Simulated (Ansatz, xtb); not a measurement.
**C3H10B2: which of two isomers lies lower**

Structure I is `BCCCB`, a singlet and structure II is `BC(B)(C)C`, a singlet. Both are isolated molecules in the gas phase, relaxed with PBE0-D3(BJ)/def2-SVP; the shapes shown needn't be the lowest conformers.

I (Å):

```xyz
15

C    -0.0477   -1.7203    0.0940
C    -0.2500   -0.7750   -1.0856
C     0.0513    0.6818   -0.7480
B    -0.4775   -3.2068   -0.0443
B    -0.8949    1.4244    0.2367
H    -1.2138   -3.5729   -0.9356
H    -0.1330   -4.0182    0.7865
H     0.9695   -1.6335    0.5189
H    -0.6985   -1.4044    0.9462
H    -1.2904   -0.8630   -1.4421
H     0.3817   -1.1102   -1.9262
H     1.1095    0.8242   -0.4599
H    -0.0443    1.3242   -1.6548
H    -0.5874    2.5114    0.6739
H    -1.9817    0.9744    0.5357
```

II (Å):

```xyz
15

C    -1.2143   -1.8093   -0.5786
C    -2.5922   -1.7138    0.1079
C    -0.2443   -0.7089   -0.1014
B    -1.3567   -1.8012   -2.1410
B    -0.5866   -3.2355   -0.3952
H    -2.3617   -2.2189   -2.6700
H    -0.4537   -1.4002   -2.8396
H     0.6134   -3.3886   -0.4249
H    -1.2945   -4.2054   -0.2455
H    -3.0719   -0.7418   -0.0918
H    -3.2742   -2.5024   -0.2407
H    -2.5010   -1.8074    1.2022
H     0.7333   -0.7871   -0.5979
H    -0.0752   -0.7691    0.9860
H    -0.6472    0.2959   -0.3080
```

Question: Estimate E(II) − E(I) at the level CCSD(T)/def2-SVP + ΔMP2/def2-TZVPP.

Answer: Too close to call at this level: CCSD(T)/def2-SVP + ΔMP2/def2-TZVPP gives E(II) − E(I) = −1.80 kcal/mol.

Level by level:

| level | geometry | E(II) − E(I) (kcal/mol) | departure from the last row (kcal/mol) | job, with rough time for the two |
| --- | --- | --- | --- | --- |
| GFN2-xTB | GFN2-xTB | −0.72 | +1.08 | optimisation, 0.23 s |
| HF/STO-3G | GFN2-xTB | +1.33 | +3.13 | single point, 0.38 s |
| r2SCAN-D4/def2-SVP | GFN2-xTB | −0.70 | +1.10 | single point, 2.9 s |
| PBE0-D3(BJ)/def2-SVP | PBE0-D3(BJ)/def2-SVP | +0.10 | +1.90 | optimisation, 46 s |
| HF/def2-SVP | PBE0-D3(BJ)/def2-SVP | +2.53 | +4.33 | part of the CCSD(T) run |
| MP2/def2-SVP | PBE0-D3(BJ)/def2-SVP | −1.80 | 0.00 | part of the CCSD(T) run |
| CCSD(T)/def2-SVP | PBE0-D3(BJ)/def2-SVP | −1.55 | +0.25 | single point |
| CCSD(T)/def2-SVP + ΔMP2/def2-TZVPP | PBE0-D3(BJ)/def2-SVP | −1.80 |  | single point, 26 s |

As drawn, both hold the same kinds of bond in the same numbers. Structure I has 0 methyl groups, II 2.

HF/STO-3G, HF/def2-SVP put the two in the other order. PBE0-D3(BJ)/def2-SVP finds them nearly level. The largest departure from CCSD(T)/def2-SVP + ΔMP2/def2-TZVPP is that of HF/def2-SVP, 4.33 kcal/mol. The last row adds to CCSD(T) the change of the MP2 difference between the two basis sets, here −0.25 kcal/mol.

With thermal terms from frequencies at re-optimised GFN2-xTB minima (ideal gas, soft modes damped towards free rotors, one conformer each, 298.15 K, 1 atm): on the last row, ΔE + ΔZPE = −1.08, ΔH = −1.15, ΔG = +0.09 kcal/mol.

The correlated steps freeze 5 core orbitals. Programs: Ansatz 0.2.0, xtb 6.7.1; the last row on 2 threads of Intel(R) Xeon(R) 6975P-C (Granite Rapids) on a shared host.
